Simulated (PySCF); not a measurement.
C⁺ (carbon, charge +1) across methods

[He] 2s2 2p1, 2P determinant. All numbers are calculated (PySCF 2.14, the spin-free X2C one-electron Hamiltonian (Gaussian nucleus), in dyall-acv3z).

```
method  E (hartree)  mean ε 2s α (eV)  mean ε 2s β (eV)  mean ε 2p α (eV)  Σ⟨r²⟩ (bohr²)   ⟨S²⟩
 B97-3     -37.4432           -28.279           -26.387           -19.858          7.974  0.752
  BLYP     -37.4460           -26.009           -24.589           -17.959          8.060  0.752
r2SCAN     -37.4213           -26.653           -24.887           -18.642          8.021  0.755
   PBE     -37.3901           -26.175           -24.711           -17.949          8.058  0.752
   M06     -37.4307           -27.905           -26.196           -19.575          7.996  0.751
 HSE06     -37.4043           -27.706           -25.818           -19.400          8.024  0.753
   LDA     -37.0555           -26.119           -24.607           -17.806          8.121  0.751
  PBE0     -37.3997           -28.152           -26.245           -19.790          8.026  0.753
```

Estimate the same row for UHF.

E (hartree) = -37.31186; mean ε 2s α (eV) = -33.321; mean ε 2s β (eV) = -29.604; mean ε 2p α (eV) = -24.874; Σ⟨r²⟩ (bohr²) = 8.047; ⟨S²⟩ = 0.757.
